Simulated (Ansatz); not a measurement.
Reaction: GeH4Se (SMILES [GeH3][SeH]) → GeH3 (SMILES [GeH3], doublet) + HSe (SMILES [SeH], doublet) (the Ge-Se bond breaks)
Each species at its own B3LYP-D3(BJ)/def2-TZVP minimum (Ansatz, a program for electronic structure).

Total energies in hartree (Ansatz). UHF or UKS for unpaired electrons; spin-orbit terms are left out. Cores are frozen in correlated methods (noble-gas shells, and filled d and f shells in the p block). No relativity.

```tsv
species	HF/cc-pVTZ	CCSD(T)/cc-pVTZ	HF/cc-pVQZ	CCSD(T)/cc-pVQZ	CCSDT(Q)/cc-pVTZ
1: GeH4Se (SMILES [SeH][GeH3])	-4477.64158	-4477.97556	-4477.64887	-4478.00467	-4477.97718
2: GeH3 (SMILES [GeH3], doublet)	-2077.10825	-2077.24865	-2077.11207	-2077.25871	-2077.24943
3: HSe (SMILES [SeH], doublet)	-2400.45463	-2400.61412	-2400.45803	-2400.62962	-2400.61496
```

**Question.** Work out the bond dissociation energy (electronic) in kcal/mol: take Hartree-Fock from cc-pVQZ, extrapolate the CCSD(T) correlation energy as X^-3 (X = 3, 4), and add CCSDT(Q) - CCSD(T) in cc-pVTZ. 1 hartree = 627.51 kcal/mol.

**Answer.** 
Species 1: correlation (64·(-0.35580) - 27·(-0.33398))/37 = -0.37172; step -0.00162; E1 = -4477.64887 + (-0.37172) + (-0.00162) = -4478.02221
Species 2: correlation (64·(-0.14664) - 27·(-0.14040))/37 = -0.15119; step -0.00078; E2 = -2077.11207 + (-0.15119) + (-0.00078) = -2077.26404
Species 3: correlation (64·(-0.17159) - 27·(-0.15949))/37 = -0.18042; step -0.00084; E3 = -2400.45803 + (-0.18042) + (-0.00084) = -2400.63929
-1·E1 +1·E2 +1·E3 = 0.11888 hartree = 74.6 kcal/mol.
